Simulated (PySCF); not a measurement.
C₇H₁₄GeO.
Structure used (PBE0-D3(BJ)/def2-SVP), in Å, numbered top down from 1:
```xyz
23
C7H14GeO angstrom
C     -3.351   -1.138    1.125
C     -1.935   -0.617    1.025
C     -1.200   -0.714   -0.334
C     -0.663    0.685   -0.082
C     -0.041    1.644   -1.049
C      0.797    1.018    0.019
O      1.743    0.091   -0.380
Ge     2.443   -1.002    0.853
C     -1.700    0.914    1.008
H     -3.384   -2.232    1.003
H     -3.989   -0.695    0.344
H     -3.800   -0.896    2.101
H     -1.309   -1.072    1.810
H     -1.906   -0.741   -1.180
H     -0.461   -1.520   -0.468
H     -0.283    2.708   -0.973
H      0.133    1.275   -2.064
H      1.097    1.663    0.860
H      3.416   -1.890    0.070
H      1.322   -1.825    1.521
H      3.165   -0.143    1.912
H     -2.583    1.458    0.634
H     -1.361    1.391    1.942
```

Level of theory: PBE0-D3(BJ)/def2-SVP geometry optimisation, gas phase (PySCF).

Take the most abundant isotopes and a rigid rotor. The values belong to one conformer with, in the numbering `[CH3:1][C@H:2]1[CH2:3][C@@:4]2([CH2:5][C@@H:6]2[O:7][GeH3:8])[CH2:9]1`, C5–C6–O7–Ge8 -163°.

Problem. What are A, B and C (cm⁻¹)?

Solution. Ia = 263.72, Ib = 824.13, Ic = 990.02 u·Å²; 505379 MHz·u·Å²/I gives 1916, 613.2 and 510.5 MHz, that is A = 0.06392, B = 0.02045, C = 0.01703 cm⁻¹.

Problem. Classify the top.

Solution. An asymmetric top: κ = (2 × 613.2 − 1916 − 510.5)/(1916 − 510.5) = -0.85.

Problem. What does the inertial defect say?

Solution. Not planar: Δ = Ic − Ia − Ib = -97.84 u·Å². For a rigid frame Δ = −2 Σ m c², so Σ m c² = 48.92 u·Å² lies off the ab plane: 19.57 from hydrogen and 29.35 from heavier atoms. The atom farthest from that plane is 2.04 Å away.

Problem. Give the other two planar moments, Paa and Pbb, and the rms extents of the mass along the axes.

Solution. Paa = Σ m a² = (Ib + Ic − Ia)/2 = 775.22 and Pbb = Σ m b² = (Ia + Ic − Ib)/2 = 214.80 u·Å². With the mass M = 188.03 u, the rms extents √(P/M) along a, b and c are 2.03, 1.07, 0.51 Å.

Problem. Where do the levels up to J = 4 lie, in cm⁻¹?

Solution. Above 0(0,0):
J = 1: 1(0,1) 0.0375, 1(1,1) 0.0809, 1(1,0) 0.0844
J = 2: 2(0,2) 0.1123, 2(1,2) 0.1525, 2(1,1) 0.1628, 2(2,1) 0.2932, 2(2,0) 0.2934
J = 3: 3(0,3) 0.2239, 3(1,3) 0.2597, 3(1,2) 0.2802, 3(2,2) 0.4056, 3(2,1) 0.4066, 3(3,1) 0.6316, 3(3,0) 0.6316
J = 4: 4(0,4) 0.3719, 4(1,4) 0.4024, 4(1,3) 0.4366, 4(2,3) 0.5554, 4(2,2) 0.5583, 4(3,2) 0.7819, 4(3,1) 0.7820, 4(4,1) 1.0979, 4(4,0) 1.0979

Problem. Predict some low-J microwave lines.

Solution. The dipole components are |μa| = 0.17 D, |μb| = 1.03 D, |μc| = 0.80 D. The squared components, which scale the intensities, stand as 0.03 : 1.00 : 0.60 (a : b : c). Some lines, for components of 0.1 D or more:

```json
{"type": "b", "branch": "R", "J(Ka,Kc)": "2(0,2) ← 1(1,1)", "MHz": "938", "lower level (cm⁻¹)": "0.081"}
{"type": "a", "branch": "R", "J(Ka,Kc)": "1(0,1) ← 0(0,0)", "MHz": "1124", "lower level (cm⁻¹)": "0.000"}
{"type": "c", "branch": "Q", "J(Ka,Kc)": "2(1,2) ← 2(0,2)", "MHz": "1206", "lower level (cm⁻¹)": "0.112"}
{"type": "c", "branch": "Q", "J(Ka,Kc)": "1(1,1) ← 1(0,1)", "MHz": "1303", "lower level (cm⁻¹)": "0.037"}
{"type": "b", "branch": "Q", "J(Ka,Kc)": "1(1,0) ← 1(0,1)", "MHz": "1406", "lower level (cm⁻¹)": "0.037"}
{"type": "a", "branch": "R", "J(Ka,Kc)": "2(0,2) ← 1(0,1)", "MHz": "2242", "lower level (cm⁻¹)": "0.037"}
{"type": "a", "branch": "R", "J(Ka,Kc)": "2(1,1) ← 1(1,0)", "MHz": "2350", "lower level (cm⁻¹)": "0.084"}
{"type": "b", "branch": "R", "J(Ka,Kc)": "2(1,2) ← 1(0,1)", "MHz": "3448", "lower level (cm⁻¹)": "0.037"}
{"type": "c", "branch": "R", "J(Ka,Kc)": "2(1,1) ← 1(0,1)", "MHz": "3756", "lower level (cm⁻¹)": "0.037"}
{"type": "b", "branch": "Q", "J(Ka,Kc)": "2(2,0) ← 2(1,1)", "MHz": "3915", "lower level (cm⁻¹)": "0.163"}
{"type": "c", "branch": "R", "J(Ka,Kc)": "2(2,0) ← 1(1,0)", "MHz": "6265", "lower level (cm⁻¹)": "0.084"}
{"type": "c", "branch": "R", "J(Ka,Kc)": "2(2,1) ← 1(1,1)", "MHz": "6362", "lower level (cm⁻¹)": "0.081"}
```

No PBE0-D3(BJ)/def2-SVP frequencies stand behind this structure, so it isn't proved a minimum. These are rigid-rotor constants of the computed structure; measured ground-state constants (B0) also hold zero-point vibration. A rigid rotor knows nothing of internal rotation, which can split or shift real lines.
